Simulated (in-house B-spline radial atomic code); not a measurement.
## Ionising La II (La+) with different functionals

Computed with an all-electron radial atomic-structure program (B-spline basis): scalar-relativistic (spin-free X2C) Hamiltonian, Fermi nucleus of rms radius 4.855 fm, spin-polarised at highest spin, spherical fractional occupations for the functionals, the average over the highest-spin determinants for Hartree-Fock. The ionisation energy is the difference of two self-consistent energies, [Xe] 5d2 → [Xe] 5d1, without Breit or QED terms; ε is the level of the shell that loses the electron (its least bound occupied spin orbital). There is no spin-orbit coupling in this Hamiltonian.

Hybrids are left out here: with spherical fractional occupations of an open shell their exact exchange keeps a self-interaction that integer-occupation calculations don't have.

| method | rung | ΔSCF (eV) | -ε(5d) (eV) |
| --- | --- | --- | --- |
| Hartree-Fock | Hartree-Fock | 10.12 | 10.50 |
| LDA VWN5 | LDA | 11.33 | 7.74 |
| LDA PW92 | LDA | 11.33 | 7.73 |
| LDA exchange-only | LDA | 10.42 | 6.96 |
| PBE | GGA | 11.21 | 7.62 |
| PBEsol | GGA | 11.20 | 7.62 |
| BLYP | GGA | 11.03 | 7.42 |
| RPBE | GGA | 11.16 | 7.56 |
| PW91 | GGA | 11.25 | 7.66 |
| BP86 | GGA | 11.30 | 7.71 |
| AM05 | GGA | 11.16 | 7.58 |
| OLYP | GGA | 11.02 | 7.38 |
| TPSS | meta-GGA | 11.03 | 7.45 |
| SCAN | meta-GGA | 11.02 | 7.51 |
| r2SCAN | meta-GGA | 11.03 | 7.49 |
| revTPSS | meta-GGA | 10.99 | 7.42 |

**Question.** How do they compare with the NIST value?

**Answer.** NIST lists 11.185 eV (measured, ground level to ground level). Errors run from -1.06 to +0.15 eV; PBEsol is closest (+0.02 eV), but part of that can be cancellation, since the calculations leave out spin-orbit coupling, Breit-QED terms, multiplet and fine-structure energies. Hartree-Fock also lacks correlation.
